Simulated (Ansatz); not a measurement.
Reaction (ligand exchange at a W–Cl bond): `[O]=[W]([OH])([OH])([F])[Cl]` + H–F → `[O]=[W]([OH])([OH])([F])[F]` + HCl

Calculated with Ansatz (gas phase, PBE0-D4/def2-TZVP geometries, no zero-point term in ΔE). CBS: MP2 limit from def2 TZ/QZ plus the TZ coupled-cluster correction, frozen cores. This one scheme is used for every species. DFT in def2-TZVPP. B3LYP here is the variant with VWN-RPA as its local correlation; programs differ in this. HSE06 is defined as in plane-wave codes. Elements past krypton have def2 core potentials. For W outer-core shells are correlated without core-valence functions, which leaves a few kJ/mol of doubt a bond. Each species was taken in one conformer, which may not be the lowest.

Problem. Is it downhill or uphill in electronic energy at CCSD(T)/CBS, and by how much? (Best estimate.)

Solution. Ansatz gave: Downhill: ΔE = -7.3 kJ/mol.

Problem. What do these levels give: B97M-V, PBE0-D4, r2SCAN0-D4, PBE, B3LYP, HSE06, CCSD/def2-SVP, CCSD(T)/def2-SVP, MP2/def2-TZVPP, CCSD/def2-TZVPP, SCS-MP2/def2-QZVPP, HF/CBS(def2)? (Estimate.)

Solution. Computed: B97M-V -24.7, PBE0-D4 -12.6, r2SCAN0-D4 -16.5, PBE -20.1, B3LYP -25.4, HSE06 -15.4, CCSD/def2-SVP -30.1, CCSD(T)/def2-SVP -27.7, MP2/def2-TZVPP 1.4, CCSD/def2-TZVPP -17.2, SCS-MP2/def2-QZVPP -5.3, HF/CBS(def2) -29.2 kJ/mol.

Largest T1 diagnostic among the species: 0.021, so the coupled-cluster value is less sure than usual.

The D4 term adds +6.5 kJ/mol with B3LYP and +3.5 kJ/mol with PBE0; it sums over pairs of atoms, weighted by their polarisabilities, and B3LYP, whose exchange is more repulsive, gets the larger term. From BLYP to BHLYP (50 % exact exchange), in def2-TZVPP and without D4, ΔE moves by +5.3 kJ/mol. Leaving LDA and LC-ωPBE aside and taking each functional with its dispersion term where it has one, the values, not all of them listed here, spread over 18.9 kJ/mol, from CAM-B3LYP-D4 to PBE-QIDH. LDA lies +3.1 kJ/mol from PBE without D4.
